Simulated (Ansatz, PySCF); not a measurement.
This PySCF input computes a BLYP/def2-TZVPD energy:

```python
from pyscf import gto, scf, dft

mol = gto.M(
    atom='''
    Si    0.28344064    0.30471263    0.59046993
    F     1.03207766    1.44351801   -0.14563200
    Cl   -0.77981577   -1.01515524   -0.40917007
    ''',
    basis='def2-tzvpd',
    charge=1,
    spin=1,
    verbose=4,
)

mf = dft.UKS(mol, xc='blyp').density_fit(auxbasis='def2-universal-jkfit')
mf.grids.level = 3
mf.conv_tol = 1e-9
mf.max_cycle = 100
mf.max_memory = 1500
mf.kernel()
if not mf.converged:
    mf = mf.newton()
    mf.kernel(mf.make_rdm1())
for _ in range(2):
    mo, _, stable, _ = mf.stability(return_status=True)
    if stable:
        break
    mf.kernel(mf.make_rdm1(mo, mf.mo_occ))
mf.analyze()
```

Q: Write an input for the same energy in Ansatz (a first-principles code) and say what it gives.

A: 
Ansatz 0.2 input:
```yaml
crystal:
  periodic: [false, false, false]
  atoms:
    - {symbol: Si, position_ang: [0.28344064, 0.30471263, 0.59046993]}
    - {symbol: F, position_ang: [1.03207766, 1.44351801, -0.14563200]}
    - {symbol: Cl, position_ang: [-0.77981577, -1.01515524, -0.40917007]}
basis:
  gaussian:
    orbitals: def2-TZVPD
hamiltonian:
  xc: {name: BLYP}
total_charge: 1
magnetization: {spin_polarized: true, initial_magnetization: 1}
output: {forces: true}
```
It gives -849.32350 Eh, and PySCF -849.32355 Eh, a difference of 0.05 mEh, from the treatment of integrals and grids.
